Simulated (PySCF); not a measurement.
## Radial density of Ne(6+) (neon, charge +6)

UHF, [He] 2s2, closed-shell 1S. Computed with PySCF 2.14 in an uncontracted even-tempered set (20 s from 0.56 bohr⁻², ratio 2.2; 9 p from 0.95 bohr⁻², ratio 2.4; 6 d from 2.8 bohr⁻², ratio 2.4; 5 f from 4.3 bohr⁻², ratio 2.4; 5 g from 6.4 bohr⁻², ratio 2.4), with the spin-free X2C one-electron Hamiltonian (Gaussian nucleus).

```
r (bohr)  4πr²ρ (e/bohr)
 0.00271         0.06055
 0.00455          0.1622
 0.00765          0.4244
  0.0129           1.068
  0.0217           2.509
  0.0364           5.248
  0.0613           8.998
   0.103           11.02
   0.173           7.636
   0.292           2.670
   0.490           2.918
   0.825           2.269
    1.39          0.2415
    2.33        0.001239
```

Densities and radii are taken from the X2C orbitals without a picture-change correction, which distorts them close to the nucleus.
